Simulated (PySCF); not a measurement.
C2Cl2F2.

```xyz
6

F      1.7125    -0.4457     0.0000
C      0.3925    -0.5431     0.0000
Cl    -0.2234    -2.1459     0.0000
C     -0.3925     0.5431     0.0000
F     -1.7125     0.4457     0.0000
Cl     0.2234     2.1459     0.0000
```

Coordinates come from a B3LYP-D3(BJ)/def2-SVP optimisation.

Method: PBE/pcSseg-1 (PySCF). Non-relativistic, no solvent.

Computed absolute GIAO shielding of each atom: isotropic value and principal components (ppm):
```csv
atom,σ(iso),σ11,σ22,σ33,span
F1,272.4,221.3,276.7,319.2,98.0
C2,32.8,-17.2,50.2,65.6,82.8
Cl3,664.7,510.7,564.5,919.0,408.2
C4,32.8,-17.2,50.2,65.6,82.8
F5,272.4,221.3,276.7,319.2,98.0
Cl6,664.7,510.7,564.5,919.0,408.2
```
